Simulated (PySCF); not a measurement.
**Rotational lines of ZnSe**

Lines J+1 ← J of the vibrational ground state, computed from PBE0 constants of ZnSe, ¹Σ⁺ (singlet), closed shell (basis Zn cc-pVTZ-PP with ECP10, Se cc-pVTZ-PP with ECP10; scalar-relativistic core potentials; PySCF 2.14; masses 63.9291 and 79.9165 u), in MHz:

```
J  ν (MHz)
0   6067.7
1  12135.3
2  18202.9
3  24270.4
4  30337.8
```

Q: Find B0 and the effective bond length r0; with αe = 0.000444 cm⁻¹, find Re.

A: ν = 2B0(J+1) − 4D(J+1)³ gives B0 = 0.10120 cm⁻¹. With the reduced mass μred = 35.517 u, r0 = √(16.8576/(μred·B0)) (u, cm⁻¹, Å) = 2.1657 Å. Be = B0 + αe/2 = 0.10142 cm⁻¹ gives Re = 2.163 Å.
